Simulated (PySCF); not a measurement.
Numbering as in the mapped SMILES `[CH2:1]=[CH:2][CH2:3][B:4]1[CH:5]=[CH:6][CH:7]=[CH:8][CH:9]=[CH:10]1`. Hydrogens are named by the atom that carries them. Ha(C1) is cis to C3; Hb(C1) is trans to C3.

Theoretical values (PySCF 2.14): shielding tensors at PBE0/pcSseg-1 (GIAO), PBE0-D3(BJ)/def2-SVP structure. No relativistic terms, one averaged value for each set of equivalent atoms, no solvent, one conformer.

Scale: ¹³C (184.41 ppm) against TMS (reference shieldings calculated alike).

Do the ¹³C shifts follow the atomic charges (in e)? Tabulate both.

Results:


```csv
atoms,hybridisation,δ (ppm),σ para (ppm),Hirshfeld,IAO,Mulliken,ESP-fitted
C5/C10,sp2,161.8,-238,-0.10,-0.23,-0.31,-0.40
C6/C9,sp2,153.9,-225,-0.02,-0.10,-0.10,-0.01
C2,sp2,149.6,-221,-0.03,-0.11,-0.25,+0.03
C7/C8,sp2,142.6,-214,-0.03,-0.13,-0.12,-0.15
C1,sp2,120.5,-189,-0.12,-0.34,-0.18,-0.56
C3,sp3,36.7,-106,-0.14,-0.40,-0.41,-0.45
```

Correlation coefficients of δ with charge over these carbons: Hirshfeld +0.70, IAO +0.80, Mulliken +0.64, ESP-fitted +0.50; with the paramagnetic shielding -1.00. Among the 5 sp2 carbons alone: Hirshfeld +0.42, IAO +0.63, Mulliken -0.33, ESP-fitted +0.51. With so few points, grouped by hybridisation, these coefficients are fragile. Charge is one influence among several: hybridisation and low-lying excitations act through the paramagnetic term.

A carbon bonded to boron is broadened by the quadrupolar boron nucleus and is often missing from a measured spectrum. Shifts are as computed. Against solution values, carbons near 30 ppm lie about +2 ppm off and those near 130 ppm about +5 ppm. Of 1309 compounds with measured shifts, 239 miss one by over three times the rms of a fit or turn the order of signals round; such compounds aren't used in these exercises.
